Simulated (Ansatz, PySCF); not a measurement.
Molecule: SiH, charge 0, multiplicity 2. SMILES: [SiH]
Geometry: optimised at B3LYP-D3(BJ)/def2-TZVP (Ansatz, a quantum-chemistry and plane-wave program).

Quantity: vertical ionisation energy (to the singlet state of charge +1; each state is the SCF solution reached for its spin; for the singlet the Hartree-Fock reference is unstable and T1 is 0.012; for the doublet the Hartree-Fock reference is unstable and T1 is 0.020), in eV. Cores are frozen in the correlated levels unless marked. UHF or UKS for open shells. Spin-orbit coupling is left out. No relativistic terms. 

```json
[
 {"level": "SVWN5/def2-TZVPD", "program": "Ansatz", "vertical ionisation energy (eV)": "8.04"},
 {"level": "PBE/def2-TZVPD", "program": "Ansatz", "vertical ionisation energy (eV)": "8.04"},
 {"level": "B3LYP/def2-TZVPD", "program": "Ansatz", "vertical ionisation energy (eV)": "8.00"},
 {"level": "PBE0/def2-TZVPD", "program": "Ansatz", "vertical ionisation energy (eV)": "8.07"},
 {"level": "BHLYP/def2-TZVPD", "program": "Ansatz", "vertical ionisation energy (eV)": "7.89"},
 {"level": "CAM-B3LYP/def2-TZVPD", "program": "Ansatz", "vertical ionisation energy (eV)": "8.01"},
 {"level": "wB97M-V/def2-TZVPD", "program": "Ansatz", "vertical ionisation energy (eV)": "7.73"},
 {"level": "wB97X-V/def2-TZVPD", "program": "Ansatz", "vertical ionisation energy (eV)": "7.90"},
 {"level": "CCSD/aug-cc-pV(D+d)Z", "program": "Ansatz", "vertical ionisation energy (eV)": "7.74"},
 {"level": "CCSD/def2-SVPD", "program": "Ansatz", "vertical ionisation energy (eV)": "7.72"},
 {"level": "CCSD/aug-cc-pV(T+d)Z", "program": "Ansatz", "vertical ionisation energy (eV)": "7.84"},
 {"level": "CCSD/def2-TZVPPD", "program": "Ansatz", "vertical ionisation energy (eV)": "7.83"},
 {"level": "CCSD/aug-cc-pV(Q+d)Z", "program": "Ansatz", "vertical ionisation energy (eV)": "7.86"},
 {"level": "CCSD/def2-QZVPPD", "program": "Ansatz", "vertical ionisation energy (eV)": "7.85"},
 {"level": "CCSD(T)/aug-cc-pV(D+d)Z", "program": "Ansatz", "vertical ionisation energy (eV)": "7.76"},
 {"level": "CCSD(T)/def2-SVPD", "program": "Ansatz", "vertical ionisation energy (eV)": "7.74"},
 {"level": "CCSD(T)/aug-cc-pV(T+d)Z", "program": "Ansatz", "vertical ionisation energy (eV)": "7.88"},
 {"level": "CCSD(T)/def2-TZVPPD", "program": "Ansatz", "vertical ionisation energy (eV)": "7.87"},
 {"level": "CCSD(T)/aug-cc-pV(Q+d)Z", "program": "Ansatz", "vertical ionisation energy (eV)": "7.90"},
 {"level": "CCSD(T)/def2-QZVPPD", "program": "Ansatz", "vertical ionisation energy (eV)": "7.90"}
]
```

For comparison, minus the highest occupied orbital energy (PySCF): 4.46 eV at M06-L/def2-TZVPD, 4.44 eV at SVWN5/def2-TZVPD, 4.65 eV at TPSS/def2-TZVPD.
